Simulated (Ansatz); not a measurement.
Relaxation of C$_{3}$H$_{8}$BN (13 atoms, charge 0, multiplicity 1), to a largest force component of 0.02 eV/Å in at most 50 steps.

All numbers below come from Ansatz, RKS B3LYP-D4/def2-SVP.

```xyz
13
Properties=species:S:1:pos:R:3
B -1.998 0.301 -0.382
N -0.856 0.565 0.532
C 0.435 0.042 0.284
C 1.514 0.308 1.174
C 0.767 -0.801 -0.940
H -3.095 0.833 -0.122
H -1.918 -0.288 -1.379
H 1.752 0.969 0.340
H 1.249 0.912 2.102
H 2.447 -0.080 1.058
H 1.816 -1.122 -0.936
H 0.143 -1.691 -0.902
H 0.510 -0.174 -1.853
```

**Question.** Where does it end, and by what steps?

**Answer.** The forces met the threshold. The force dipped under the threshold on the way, but the program's further checks kept it going. After 35 steps the energy has fallen by 2.808 eV; H7 moved furthest, 2.26 Å.

```json
{"step": "0", "energy less start (eV)": "0.0000", "largest force component (eV/Å)": "6.429", "accepted": "yes"}
{"step": "2", "energy less start (eV)": "-1.6029", "largest force component (eV/Å)": "0.871", "accepted": "yes"}
{"step": "4", "energy less start (eV)": "-1.7757", "largest force component (eV/Å)": "0.628", "accepted": "yes"}
{"step": "6", "energy less start (eV)": "-1.9708", "largest force component (eV/Å)": "0.685", "accepted": "yes"}
{"step": "8", "energy less start (eV)": "-2.1960", "largest force component (eV/Å)": "0.829", "accepted": "yes"}
{"step": "10", "energy less start (eV)": "-2.4338", "largest force component (eV/Å)": "0.552", "accepted": "yes"}
{"step": "12", "energy less start (eV)": "-2.6147", "largest force component (eV/Å)": "1.060", "accepted": "yes"}
{"step": "14", "energy less start (eV)": "-2.7178", "largest force component (eV/Å)": "1.388", "accepted": "yes"}
{"step": "16", "energy less start (eV)": "-2.7645", "largest force component (eV/Å)": "0.068", "accepted": "yes"}
{"step": "18", "energy less start (eV)": "-2.7659", "largest force component (eV/Å)": "0.041", "accepted": "yes"}
{"step": "20", "energy less start (eV)": "-2.7662", "largest force component (eV/Å)": "0.218", "accepted": "no"}
{"step": "22", "energy less start (eV)": "-2.7718", "largest force component (eV/Å)": "0.058", "accepted": "yes"}
{"step": "24", "energy less start (eV)": "-2.7756", "largest force component (eV/Å)": "0.047", "accepted": "yes"}
{"step": "26", "energy less start (eV)": "-2.7808", "largest force component (eV/Å)": "0.289", "accepted": "yes"}
{"step": "28", "energy less start (eV)": "-2.7599", "largest force component (eV/Å)": "2.736", "accepted": "no"}
{"step": "30", "energy less start (eV)": "-2.8041", "largest force component (eV/Å)": "0.176", "accepted": "yes"}
{"step": "32", "energy less start (eV)": "-2.8071", "largest force component (eV/Å)": "0.006", "accepted": "yes"}
{"step": "34", "energy less start (eV)": "-2.8076", "largest force component (eV/Å)": "0.079", "accepted": "yes"}
{"step": "35", "energy less start (eV)": "-2.8081", "largest force component (eV/Å)": "0.004", "accepted": "yes"}
```

```xyz
13
Properties=species:S:1:pos:R:3
B -2.189 0.126 0.094
N -0.837 0.046 -0.005
C 0.412 -0.028 -0.094
C 1.323 0.539 0.972
C 1.089 -0.692 -1.273
H -2.763 1.084 -0.373
H -2.796 -0.763 0.648
H 2.015 1.277 0.533
H 0.742 1.017 1.771
H 1.945 -0.262 1.407
H 1.738 -1.515 -0.929
H 0.349 -1.086 -1.981
H 1.740 0.031 -1.795
```

Time of the run: 3.1 min on 2 threads of Arm Neoverse N1, with other jobs on the host, peak memory 0.25 GiB.
